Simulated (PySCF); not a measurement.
**Computed properties of ClI, SMILES ICl**

iodine monochloride (ClI), SMILES ICl. Geometry optimised at B3LYP-D3(BJ)/def2-TZVP. The def2 effective core potentials stand for the cores of I; spin–orbit coupling is left out. Other conformers were not sampled. All values are computed for the isolated molecule unless a solvent is named; none is compared with measurement here.

**Structure.** The optimised structure has C∞v symmetry. All 1 harmonic modes at B3LYP-D3(BJ)/def2-TZVP (PySCF) are real, so it is a minimum.

**Vibrations.** The strongest infrared lines (harmonic, unscaled, degenerate partners summed) lie at 375 cm⁻¹ (7 km/mol, Cl 78 %, I 22 %). The softest mode is at 375 cm⁻¹ and the zero-point energy is 0.5 kcal/mol.

**Electronic structure.** HF/def2-TZVPD (PySCF) places the frontier levels at -10.60 and -0.31 eV, a gap of 10.29 eV, and gives a dipole moment of 1.37 D and a mean polarisability of 48.7 bohr³. PBE/def2-TZVPD (PySCF) at the same geometry gives -6.68 and -4.55 eV, so its gap is 8.16 eV narrower. An orbital gap is neither the optical nor the fundamental gap.

**Excitations.** TDDFT-ωB97X/def2-TZVPD (PySCF) has S1 at 2.69 eV (460 nm, f = 0.001, dark); the most intense of the 10 singlets computed lies at 7.91 eV (f = 0.47). Strengths of degenerate partners are summed. T1 (TDA) is at 2.03 eV. TDDFT-PBE/def2-TZVPD (PySCF) puts S1 at 2.46 eV.
